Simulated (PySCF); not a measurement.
## Silicon: highly charged ions in a basis for the neutral atom

Si(9+) [He] 2s2 2p1, Si(10+) [He] 2s2. Calculation: PySCF 2.14, in def2-TZVP; the non-relativistic Hamiltonian (point nucleus). No spin-orbit coupling, so a gap to NIST mixes the basis error with missing relativistic terms.

Changed run: basis of the neutral atom used for a highly charged ion. This setting is unsound on purpose.

```
species  method  sound run (hartree)  changed run (hartree)  converged
 Si(9+)     UHF              not run             -238.44594        yes
 Si(9+)  r2SCAN              not run             -238.54665        yes
 Si(9+)     LDA              not run             -237.45464        yes
Si(10+)     UHF              not run             -223.66540        yes
Si(10+)  r2SCAN              not run             -223.71557        yes
Si(10+)     LDA              not run             -222.67580        yes
```

Ionisation energy of Si(9+):

```csv
method,changed run (eV),NIST (eV)
UHF,402.20,401.38
r2SCAN,403.57,401.38
LDA,402.15,401.38
```

The contracted functions were made for the neutral atom and can be too rigid for a highly charged ion.
